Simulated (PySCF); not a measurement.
A side-by-side comparison of computed properties.

First species: C7H4FNO.
Numbering: `[N:1]#[C:2][C:3]1=[CH:4][C@@H:5]2[O:6][C@H:7]1[CH:8]=[C:9]2[F:10]` (hydrogens: H11 on C4; H12 on C5; H13 on C7; H14 on C8)

Second species: chloroacetaldehyde dimethyl acetal, C₄H₉ClO₂.
SMILES: `COC(CCl)OC`

Levels: PBE0/def2-SVPD for dipole moment, HOMO energy, LUMO energy, HOMO–LUMO gap, static isotropic polarisability and electronic spatial extent ⟨r²⟩ about the centre of nuclear charge; TDDFT PBE0/def2-SVPD for lowest singlet excitation; TDA PBE0/def2-SVPD for lowest triplet excitation (Tamm–Dancoff); GFN2-xTB for rotational constant A and rotational constant C. Geometries: GFN2-xTB. Each species is one conformer at its optimised geometry, gas phase, non-relativistic unless stated. Electronic properties by PySCF.

The conformers computed, where there is a choice (atom-mapped SMILES and torsion angles):
- `[CH3:1][O:2][CH:3]([CH2:4][Cl:5])[O:6][CH3:7]`: C1–O2–C3–C4 -111°, O2–C3–C4–Cl5 72°, O2–C3–O6–C7 -62°

| property | column X | column Y |
| --- | --- | --- |
| dipole moment | 2.09 D | 2.85 D |
| HOMO energy | -7.80 eV | -7.30 eV |
| LUMO energy | 0.58 eV | -2.25 eV |
| HOMO–LUMO gap | 8.38 eV | 5.05 eV |
| lowest singlet excitation | 7.12 eV | 4.05 eV |
| lowest triplet excitation (Tamm–Dancoff) | 6.72 eV | 2.69 eV |
| static isotropic polarisability | 73.5 au | 79.9 au |
| electronic spatial extent ⟨r²⟩ about the centre of nuclear charge | 1127 bohr² | 1256 bohr² |
| rotational constant A | 3.364 GHz | 3.041 GHz |
| rotational constant C | 1.026 GHz | 0.935 GHz |

(1) Which column belongs to which species?

(2) How does each property change from the first species to the second?

## Answers

(1) Column X is the second species and column Y the first. The first has 14 atoms and 70 electrons, the second 16 and 66.

(2) dipole moment -0.76 D; HOMO energy -0.50 eV; LUMO energy +2.83 eV; HOMO–LUMO gap +3.33 eV; lowest singlet excitation +3.07 eV; lowest triplet excitation (Tamm–Dancoff) +4.03 eV; static isotropic polarisability -6.4 au; electronic spatial extent ⟨r²⟩ about the centre of nuclear charge -129 bohr²; rotational constant A +0.323 GHz; rotational constant C +0.091 GHz.

On the first: S1 lies 1.00 eV below the HOMO–LUMO gap; its leading configuration is HOMO→LUMO, weight 0.96. The vertical singlet–triplet gap S1 − T1 is 1.36 eV (TDDFT singlet less Tamm–Dancoff triplet; S1: HOMO→LUMO, weight 0.96; T1: HOMO→LUMO, weight 0.86).

On the second: The principal polarisabilities are 61.9, 73.2 and 85.3 au; their mean is the isotropic value. S1 lies 1.26 eV below the HOMO–LUMO gap; its leading configuration is HOMO→LUMO, weight 0.92.
